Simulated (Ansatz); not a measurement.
Name a neutral molecule of C, Cl, Ge, Se and H with HOMO energy (B3LYP/def2-TZVPP) between -7.25 and -6.95 eV and LUMO energy (PBE0/def2-TZVPP) between -0.65 and -0.35 eV (Ansatz, PBE0-D4/def2-TZVP geometry).

`[CH3][GeH]([Cl])[SeH]` (-6.98 eV, -0.55 eV). Other molecules can fit too; these were computed, each in one conformer that needn't be the lowest.

B3LYP here is the variant with VWN-RPA as its local correlation; programs differ in this.
